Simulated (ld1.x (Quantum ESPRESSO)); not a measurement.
## nickel: excitation energies, all-electron against PAW

| Property | Result |
| --- | --- |
| Element | Ni (Z = 28) |
| Generator | ld1.x (Quantum ESPRESSO) 7.5 |
| Type | PAW |
| Functional | LDA (PZ) |
| Relativity | fully relativistic |
| Frozen core | [Ar] |
| Valence charge | 10 |
| Reference configuration | 3d8 4s2 4p0 |
| Partial waves | 4s (bound): rcut 1.40, rcutus 1.95 bohr; 4s channel at 4 Ry: rcut 1.40, rcutus 1.95 bohr; 4p (bound, empty): rcut 2.55, rcutus 3.55 bohr; 4p channel at 4.1 Ry: rcut 2.55, rcutus 3.55 bohr; 3d (bound): rcut 1.05, rcutus 1.45 bohr; 3d channel at 0.25 Ry: rcut 1.05, rcutus 1.45 bohr |
| Local potential | all-electron potential smoothed inside 1.55 bohr (lloc = -1) |
| Core correction | Bessel-smoothed model core, default radius (core density twice the valence density) |
| Augmentation charge | PSQ, radius 1.15 bohr |

Open shells are filled in proportion to 2j + 1 (rel_dist='average').

Energies are relative to the spin-unpolarised reference configuration 3d8 4s2 4p0; without spin polarisation the order of configurations can differ from experiment.

```csv
valence configuration,charge,ΔE all-electron (eV),error AE − PS (meV)
3d8 4s1 4p0,+1,9.601,-1.1
3d8 4s0 4p0,+2,27.260,-7.3
3d7 4s0 4p0,+3,65.058,-211
3d6 4s0 4p0,+4,122.924,-1260
3d7 4s2 4p1,0,10.655,-128
3d8.5 4s1.5 4p0,0,-1.201,-19
```

Q: What are ΔE and the potential's error for 3d8 4s0 4p1?

A: ΔE = 15.373 eV all-electron; the error (AE − PS) is +3.6 meV.

Levels in the configuration 3d7 4s2 4p1:

| level | all-electron (eV) | pseudo (eV) |
| --- | --- | --- |
| 3d j=3/2 | -16.605 | -16.901 |
| 3d j=5/2 | -16.340 | -16.634 |
| 4s j=1/2 | -8.270 | -8.266 |
| 4p j=1/2 | -2.819 | -2.817 |
| 4p j=3/2 | -2.727 | -2.725 |

The ghost test of this file was not conclusive.
